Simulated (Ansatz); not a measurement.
`[SH][Ge]([SH])([Cl])[Cl]` and `[SH][Ge]([Cl])([Cl])[Cl]` differ in one atom or group.

Ansatz, PBE0-D4/def2-TZVP geometries, multiplicity 1. Each molecule was computed in one conformer, which needn't be the lowest.

Scalar relativity is left out up to krypton.

```json
{"property": "LUMO energy (PBE0/def2-TZVPP) / eV", "`[SH][Ge]([SH])([Cl])[Cl]`": "-1.81"}
{"property": "ideal-gas entropy at 298 K and 1 bar (rigid rotor, harmonic PBE0-D4/def2-TZVP) / J/(mol·K)", "`[SH][Ge]([SH])([Cl])[Cl]`": "392"}
{"property": "HOMO–LUMO gap (PBE0/def2-TZVPP) / eV", "`[SH][Ge]([SH])([Cl])[Cl]`": "6.37"}
{"property": "HOMO energy (PBE0/def2-TZVPP) / eV", "`[SH][Ge]([SH])([Cl])[Cl]`": "-8.18"}
{"property": "size of the dipole moment (B3LYP/def2-TZVPP) / D", "`[SH][Ge]([SH])([Cl])[Cl]`": "0.37"}
{"property": "HOMO–LUMO gap (B3LYP/def2-TZVPP) / eV", "`[SH][Ge]([SH])([Cl])[Cl]`": "5.81"}
```

Task: Give the same properties after the change, and the shifts. (Best estimate.)

Result: Computed: 
```json
{"property": "LUMO energy (PBE0/def2-TZVPP) / eV", "`[SH][Ge]([Cl])([Cl])[Cl]`": "-1.98", "shift": "-0.17"}
{"property": "ideal-gas entropy at 298 K and 1 bar (rigid rotor, harmonic PBE0-D4/def2-TZVP) / J/(mol·K)", "`[SH][Ge]([Cl])([Cl])[Cl]`": "385", "shift": "-7"}
{"property": "HOMO–LUMO gap (PBE0/def2-TZVPP) / eV", "`[SH][Ge]([Cl])([Cl])[Cl]`": "6.38", "shift": "0.01"}
{"property": "HOMO energy (PBE0/def2-TZVPP) / eV", "`[SH][Ge]([Cl])([Cl])[Cl]`": "-8.37", "shift": "-0.19"}
{"property": "size of the dipole moment (B3LYP/def2-TZVPP) / D", "`[SH][Ge]([Cl])([Cl])[Cl]`": "1.43", "shift": "1.06"}
{"property": "HOMO–LUMO gap (B3LYP/def2-TZVPP) / eV", "`[SH][Ge]([Cl])([Cl])[Cl]`": "5.81", "shift": "0.00"}
```

The zero-point energy changes by -21.3 kJ/mol with -3 modes. Dipoles are sizes alone; their direction can turn.

B3LYP here is the variant with VWN-RPA as its local correlation; programs differ in this.
